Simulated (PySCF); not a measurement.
CH14Si5.
Numbering: `[CH3:1][SiH2:2][Si:3]([SiH3:4])([SiH3:5])[SiH3:6]` (hydrogens: H7, H8, H9 on C1; H10, H11 on Si2; H12, H13, H14 on Si4; H15, H16, H17 on Si5; H18, H19, H20 on Si6)

The same species was optimised twice, with GFN2-xTB and with PBE0-D3(BJ)/def2-SVP (PySCF), and the same property calculations (PySCF, gas phase) were run on both structures.

```csv
coordinate,GFN2-xTB,PBE0-D3(BJ)/def2-SVP,change
C1–Si2 (Å),1.900,1.884,-0.016
Si2–Si3 (Å),2.351,2.345,-0.006
Si3–Si6 (Å),2.346,2.342,-0.004
Si3–Si4 (Å),2.346,2.342,-0.004
Si3–Si5 (Å),2.341,2.341,0.000
Si2–Si3–Si5 (°),109.6,110.8,+1.2
Si2–Si3–Si6 (°),109.6,108.7,-0.9
C1–Si2–Si3 (°),109.5,110.3,+0.8
Si4–Si3–Si6 (°),108.7,109.6,+0.9
Si2–Si3–Si4 (°),109.7,109.0,-0.7
Si4–Si3–Si5 (°),109.6,109.2,-0.4
Si5–Si3–Si6 (°),109.6,109.5,-0.1
C1–Si2–Si3–Si4 (°),60,63,+3
```

Rotational constants: A = 1019, B = 768.7, C = 764.9 MHz (GFN2-xTB) against A = 1031, B = 770.9, C = 765.6 MHz (PBE0-D3(BJ)/def2-SVP). Atoms that the bonding makes alike are paired by their places after alignment.

On the GFN2-xTB structure: HOMO (eV) -8.04 [PBE0/pcSseg-1]; LUMO (eV) -0.45 [PBE0/pcSseg-1]; dipole (D) 0.69 [PBE0/pcSseg-1]; GIAO shielding of C1 (ppm) 194.4 [PBE0/pcSseg-1]; GIAO shielding of Si2 (ppm) 417.5 [PBE0/pcSseg-1]; GIAO shielding of Si3 (ppm) 513.0 [PBE0/pcSseg-1]; GIAO shielding of Si4/Si5/Si6 (mean) (ppm) 459.2 [PBE0/pcSseg-1].

Q: What do these properties become on the PBE0-D3(BJ)/def2-SVP structure?

A: 
| property | level | on GFN2-xTB | on PBE0-D3(BJ)/def2-SVP | change |
| --- | --- | --- | --- | --- |
| HOMO (eV) | PBE0/pcSseg-1 | -8.04 | -7.85 | +0.19 |
| LUMO (eV) | PBE0/pcSseg-1 | -0.45 | -0.29 | +0.16 |
| dipole (D) | PBE0/pcSseg-1 | 0.69 | 0.84 | +0.15 |
| energy, GFN2-xTB geometry as zero (kcal/mol) | PBE0/pcSseg-1 | 0.0 | -3.5 | -3.5 |
| GIAO shielding of C1 (ppm) | PBE0/pcSseg-1 | 194.4 | 192.9 | -1.5 |
| GIAO shielding of Si2 (ppm) | PBE0/pcSseg-1 | 417.5 | 414.8 | -2.7 |
| GIAO shielding of Si3 (ppm) | PBE0/pcSseg-1 | 513.0 | 509.5 | -3.5 |
| GIAO shielding of Si4/Si5/Si6 (mean) (ppm) | PBE0/pcSseg-1 | 459.2 | 452.6 | -6.6 |

The heavy atoms differ by 0.033 Å rms after alignment. Among bonds between heavy atoms C1–Si2 changes most (-0.016 Å). Changes are differences of the printed values. Neither structure is proved a minimum here.

Conformer computed: `[CH3:1][SiH2:2][Si:3]([SiH3:4])([SiH3:5])[SiH3:6]`: C1–Si2–Si3–Si4 63°.
